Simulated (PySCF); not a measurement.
## Computed structure and properties of BiI3

System: BiI3 (singlet); start: template (C3v). Method: PySCF 2.14.0, RKS B3LYP, Bi def2-SVP with ECP60, I def2-SVP with ECP28; non-relativistic Hamiltonian with scalar-relativistic core potentials where named; density fitting; no spin-orbit coupling.

Input of the relaxation:

```python
mol = gto.M(atom='''
Bi     0.00000     0.00000     0.62043
I      2.63907    -0.00000    -0.34057
I     -1.31953     2.28550    -0.34057
I     -1.31953    -2.28550    -0.34057''',
    basis={'Bi': 'def2-SVP', 'I': 'def2-SVP'},
    ecp={'Bi': 'def2-SVP', 'I': 'def2-SVP'},
    charge=0, spin=0)
mf = dft.RKS(mol, xc='B3LYP')
mf.grids.atom_grid = (50, 194)
mf = mf.density_fit()  # fitting sets: Bi def2-universal-JKFIT, I def2-universal-JKFIT
mf.conv_tol = 1e-08; mf.max_cycle = 55
mf.kernel(dm0)  # dm0: converged density of the start geometry
# quasi-Newton relaxation in Cartesian coordinates to a largest gradient under 0.00045 Eh/bohr, steps kept in the point group
```

Run from Python with OMP_NUM_THREADS=2; the lines above give its settings. Where DIIS fails, smearing, a level shift and second-order steps follow.
It took 34 s on 2 threads of Arm Neoverse V1, with other jobs on the host, from the converged density of the start.

Course of the relaxation:

```json
{"step": "0", "energy above end (eV)": "0.1409", "largest force component within the symmetry (eV/Å)": "1.126"}
{"step": "1", "energy above end (eV)": "0.0143", "largest force component within the symmetry (eV/Å)": "0.131"}
{"step": "2", "energy above end (eV)": "0.0052", "largest force component within the symmetry (eV/Å)": "0.137"}
{"step": "3", "energy above end (eV)": "0.0016", "largest force component within the symmetry (eV/Å)": "0.092"}
{"step": "4", "energy above end (eV)": "0.0000", "largest force component within the symmetry (eV/Å)": "0.007"}
{"step": "5", "energy above end (eV)": "0.0000", "largest force component within the symmetry (eV/Å)": "0.000"}
```

Relaxed geometry (C3v):

```xyz
4

Bi    0.0000    0.0000    0.8583
I     2.5562    0.0000   -0.4199
I    -1.2781    2.2137   -0.4199
I    -1.2781   -2.2137   -0.4199
```

```json
{"contact": "Bi1–I2 (I)", "Å": "2.858"}
{"contact": "Bi1–I3 (I)", "Å": "2.858"}
{"contact": "Bi1–I4 (I)", "Å": "2.858"}
```

On the finer grid (75, 302):

```json
{"HOMO": "-7.26 eV", "LUMO": "-3.48 eV", "Dipole about the centre of mass": "2.83 D", "Set of Mulliken populations of Bi1 outside the core potential": "s 3.94, p 8.32, d 10.17", "D3(BJ) dispersion energy (not in the energies)": "-0.494 eV"}
```

| atom | Mulliken (e) | Löwdin (e) | spin (e) |
| --- | --- | --- | --- |
| Bi1 | 0.57 | 0.37 | 0.00 |
| I2 | -0.19 | -0.12 | 0.00 |
| I3 | -0.19 | -0.12 | 0.00 |
| I4 | -0.19 | -0.12 | 0.00 |

On the grid (50, 194), as all that follows. Harmonic modes: a minimum within the noise of the softest modes; lowest 40 cm⁻¹ (negative: unstable), highest 163 cm⁻¹, zero-point energy 0.039 eV.

Taking off one I (charge -1, singlet; the rest: singlet) in vacuum, both parts rigid, costs 7.07 eV; the small basis without counterpoise inflates it. Most of it is the attraction of opposite charges; other ways to part are cheaper, and one spin state was tried for the rest.

Rigid scan of I along the line from its metal, all other atoms held (where the atom bridges, its other bond changes as well):

| distance to I2 (Å) | energy (eV) |
| --- | --- |
| 2.56 | 0.495 |
| 2.66 | 0.191 |
| 2.76 | 0.041 |
| 2.86 | 0.000 |
| 2.96 | 0.035 |
| 3.06 | 0.121 |
| 3.26 | 0.380 |
| 3.56 | 0.840 |
| 3.96 | 1.404 |
| 4.46 | 1.934 |

One start shape was tried, so this needn't be the lowest isomer.
